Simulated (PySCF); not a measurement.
## Electron correlation in Cu(2+) (copper, charge +2)

[Ar] 3d8 4p1, one real determinant (an excited configuration). Computed with PySCF 2.14 in aug-cc-pVTZ-DK (8s7p5d3f2g, 93 functions), with scalar relativity by spin-free X2C-1e. Frozen: [Ar]; 9 electrons correlated.

```csv
level,correlation energy (mhartree)
CCSD,-262.93
(T),-5.52
CCSD(T),-268.45
```

Diagnostics: T1 = 0.0082, D1 = 0.0269, largest double amplitude 0.034.

The real determinant used has ⟨L²⟩ near 14 against 20 for a pure G term, so it mixes terms.

Cost of the coupled-cluster step: about 50 core-seconds, for 9 correlated electrons.

Iterations:

```
CC2 = 0
CCSD nocc = (np.int64(6), np.int64(3)), nmo = (84, 84)
frozen orbitals [[0, 1, 2, 3, 4, 5, 6, 7, 8], [0, 1, 2, 3, 4, 5, 6, 7, 8]]
max_cycle = 100
direct = 0
conv_tol = 1e-08
conv_tol_normt = 1e-06
diis_space = 8
diis_start_cycle = 0
Init t2, MP2 energy = -0.269472132136809
Init E_corr(UCCSD) = -0.269472132138102
cycle = 1  E_corr(UCCSD) = -0.259027117325825  dE = 0.0104450148  norm(t1,t2) = 0.034022
cycle = 2  E_corr(UCCSD) = -0.262148846854066  dE = -0.00312172953  norm(t1,t2) = 0.0118939
cycle = 3  E_corr(UCCSD) = -0.262189231065926  dE = -4.03842119e-05  norm(t1,t2) = 0.00693054
cycle = 4  E_corr(UCCSD) = -0.262670154006933  dE = -0.000480922941  norm(t1,t2) = 0.00480283
cycle = 5  E_corr(UCCSD) = -0.262862880510037  dE = -0.000192726503  norm(t1,t2) = 0.00353287
cycle = 6  E_corr(UCCSD) = -0.262865232500015  dE = -2.35198998e-06  norm(t1,t2) = 0.0112944
cycle = 7  E_corr(UCCSD) = -0.262871545470063  dE = -6.31297005e-06  norm(t1,t2) = 0.00475116
cycle = 8  E_corr(UCCSD) = -0.26292684458989  dE = -5.52991198e-05  norm(t1,t2) = 0.000717266
cycle = 9  E_corr(UCCSD) = -0.262919440258975  dE = 7.40433092e-06  norm(t1,t2) = 0.000477499
cycle = 10  E_corr(UCCSD) = -0.262915062922217  dE = 4.37733676e-06  norm(t1,t2) = 0.000407366
cycle = 11  E_corr(UCCSD) = -0.262931195235449  dE = -1.61323132e-05  norm(t1,t2) = 0.000300412
cycle = 12  E_corr(UCCSD) = -0.262925856023155  dE = 5.33921229e-06  norm(t1,t2) = 0.000143992
cycle = 13  E_corr(UCCSD) = -0.26292835086762  dE = -2.49484447e-06  norm(t1,t2) = 6.01504e-05
cycle = 14  E_corr(UCCSD) = -0.262927147827843  dE = 1.20303978e-06  norm(t1,t2) = 1.33575e-05
cycle = 15  E_corr(UCCSD) = -0.26292716891367  dE = -2.10858263e-08  norm(t1,t2) = 2.25975e-05
cycle = 16  E_corr(UCCSD) = -0.262927389911269  dE = -2.20997599e-07  norm(t1,t2) = 6.65378e-05
cycle = 17  E_corr(UCCSD) = -0.262927519320854  dE = -1.29409586e-07  norm(t1,t2) = 4.24584e-06
cycle = 18  E_corr(UCCSD) = -0.262927611476127  dE = -9.21552726e-08  norm(t1,t2) = 3.37699e-06
cycle = 19  E_corr(UCCSD) = -0.262927747738304  dE = -1.36262177e-07  norm(t1,t2) = 2.3518e-06
cycle = 20  E_corr(UCCSD) = -0.262927751811265  dE = -4.07296097e-09  norm(t1,t2) = 1.17495e-06
cycle = 21  E_corr(UCCSD) = -0.262927778823148  dE = -2.70118831e-08  norm(t1,t2) = 6.41806e-07
cycle = 22  E_corr(UCCSD) = -0.262927788390495  dE = -9.56734675e-09  norm(t1,t2) = 4.80169e-07
UCCSD converged
E(UCCSD) = -1652.063556775599  E_corr = -0.2629277883904947
UCCSD(T) correction = -0.00551701581627352
```

The reference is one real determinant that mixes LS terms of this configuration.
